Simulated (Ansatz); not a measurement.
SnTe (SMILES [Sn][Te]): the energy, rung by rung

SnTe has 2 atoms, charge 0, and is taken as a singlet. As SMILES, `[Sn][Te]`. Geometry: a GFN2-xTB relaxation, a rough one for these elements and not checked as a minimum.

```xyz
2

Sn    0.0000    0.0000    0.0000
Te    0.0000    0.0000    2.5368
```

Each level gives the energy change with the Sn1–Te2 bond stretched from 2.537 to 5.036 Å (eV). The values are calculated.

```json
{"level": "SVWN5/STO-3G (restricted)", "kind": "LDA", "program": "Ansatz", "value (eV)": "7.40", "less FCI/STO-3G": "+2.34"}
{"level": "BLYP/STO-3G (restricted)", "kind": "GGA", "program": "Ansatz", "value (eV)": "6.73", "less FCI/STO-3G": "+1.67"}
{"level": "PBE/STO-3G (restricted)", "kind": "GGA", "program": "Ansatz", "value (eV)": "7.07", "less FCI/STO-3G": "+2.01"}
{"level": "B3LYP/STO-3G (restricted)", "kind": "global hybrid", "program": "Ansatz", "value (eV)": "7.76", "less FCI/STO-3G": "+2.70"}
{"level": "PBE0/STO-3G (restricted)", "kind": "global hybrid", "program": "Ansatz", "value (eV)": "8.27", "less FCI/STO-3G": "+3.21"}
{"level": "wB97X/STO-3G (restricted)", "kind": "range-separated hybrid", "program": "Ansatz", "value (eV)": "8.16", "less FCI/STO-3G": "+3.10"}
{"level": "BCCD(T)/STO-3G (restricted)", "kind": "coupled cluster or CI", "program": "Ansatz", "value (eV)": "7.84", "less FCI/STO-3G": "+2.78"}
{"level": "CCSD/STO-3G (restricted)", "kind": "coupled cluster or CI", "program": "Ansatz", "value (eV)": "7.64", "less FCI/STO-3G": "+2.58"}
{"level": "FCI/STO-3G", "kind": "exact in the basis", "program": "Ansatz", "value (eV)": "5.06", "less FCI/STO-3G": "0.00"}
```

FCI/STO-3G is exact within its basis and frozen core, so for wave-function methods in that basis the difference is their error; functionals converge differently with the basis, so for them it is only a difference. All-electron rows without a relativistic Hamiltonian named are non-relativistic. The first shape isn't each level's own minimum. The values span 5.06 to 8.27 eV. All rows use very small basis sets, so none should be taken for the real molecule's value. In the correlated wave-function rows the outer d shell of Sn, Te is correlated, in sets not made for it.
